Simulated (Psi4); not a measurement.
How methods differ on the pair C2HFSi···F2

The species is C2HF3Si (7 atoms), meant as a singlet with charge 0. The shape was relaxed beforehand at PBE0/def2-TZVP.

```xyz
7

C     0.7522   -1.5866    0.3889
C    -0.1764   -0.9013    0.0181
Si   -1.6854    0.1664   -0.1900
F    -1.6123    0.4112   -1.7805
F     0.9073    1.7001    0.0973
F     1.0478    3.0748    0.0539
H     1.5758   -2.1920    0.6954
```

Quantity: the dipole moment, in D. The values are calculated.

```tsv
level	kind	program	value (D)
PBE-D4/def2-TZVPP (density fitting)	GGA	Psi4	1.85
r2SCAN-D4/def2-TZVPP (density fitting)	meta-GGA	Psi4	1.89
B3LYP-D4/def2-TZVPP (density fitting)	global hybrid	Psi4	1.82
PBE0-D4/def2-TZVPP (density fitting)	global hybrid	Psi4	1.83
wB97M-V/def2-TZVPP (density fitting)	range-separated hybrid	Psi4	1.69
```

The values span 1.69 to 1.89 D. Magnitudes only.
